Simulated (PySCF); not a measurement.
Species: C7H5NO.
Geometry (PBE0-D3(BJ)/def2-SVP, Å), atoms numbered from 1 in this order:
```
atom  x, y, z in Å
C1    -2.1522   -0.3907   -0.0268
C2    -1.0384   -1.2213   -0.0822
C3     0.2170   -0.6015   -0.0338
C4     1.5989   -1.0013   -0.0572
C5     2.3110    0.1535    0.0281
O6     1.5177    1.2483    0.1031
C7     0.2412    0.7991    0.0660
C8    -0.9266    1.5527    0.1155
N9    -2.1038    0.9462    0.0682
H10   -3.1556   -0.8291   -0.0614
H11   -1.1486   -2.3047   -0.1595
H12    2.0047   -2.0075   -0.1273
H13    3.3810    0.3486    0.0461
H14   -0.9014    2.6452    0.1931
```

The closed-shell ground state was solved at several levels (PySCF, density fitting, gas phase, non-relativistic).

```json
{"level": "B3LYP/pcJ-1", "basis functions": "293", "HOMO (eV)": "-6.91", "LUMO (eV)": "-1.34", "gap (eV)": "5.57", "dipole (D)": "3.09"}
{"level": "CAM-B3LYP/def2-SVPD", "basis functions": "223", "HOMO (eV)": "-8.34", "LUMO (eV)": "-0.18", "gap (eV)": "8.16", "dipole (D)": "3.10"}
{"level": "PBE0/pcSseg-1", "basis functions": "178", "HOMO (eV)": "-7.15", "LUMO (eV)": "-1.18", "gap (eV)": "5.97", "dipole (D)": "3.10"}
```

(1) Estimate the row for PBE/pcSseg-1, a basis of 178 functions; the other rows only guide the guess.

(2) Over all these levels, which gives the widest orbital gap and which the narrowest?

(3) How far do the dipole and the HOMO energy spread over the levels?

Results:

(1) HOMO -5.85 eV, LUMO -2.02 eV, gap 3.83 eV, dipole 3.00 D.

(2) CAM-B3LYP/def2-SVPD (range-separated hybrid) has the widest, 8.16 eV, and PBE/pcSseg-1 (GGA) the narrowest, 3.83 eV. Functional and basis both differ between the two, so the spread mixes both effects.

(3) The dipole runs from 3.00 to 3.10 D (mean 3.07 D) and the HOMO from -8.34 to -5.85 eV.
